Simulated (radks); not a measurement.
Task: Hg72+, 8 electrons, occupied as [He] 2s2 2p4 (the NIST ground configuration). Method: scalar-relativistic Kohn-Sham, LDA (Slater exchange, Perdew-Wang correlation), spin-polarised, spherical densities, point nucleus; open shells are filled with parallel spins first (spin-orbit coupling, left out, can overturn this in heavy ions); computed with a radial shooting solver on a logarithmic mesh with Libxc functionals. Some entries of the table are withheld. Estimate them.

orbital,occ.,eigenvalue (eV),<r^2> (bohr^2),<r> (bohr)
1s up,1,-90759.50,0.0003796,0.01657
1s down,1,-90718.90,0.0003793,0.01656
2s up,1,-21669.70,0.005513,0.06830
2s down,1,-21611.21,0.005525,0.06837
2p up,3,-19742.34,0.004578,(1)
2p down,1,-19674.60,0.004593,(2)

Result: 
(1) 2p up <r> (bohr): 0.06135
(2) 2p down <r> (bohr): 0.06144
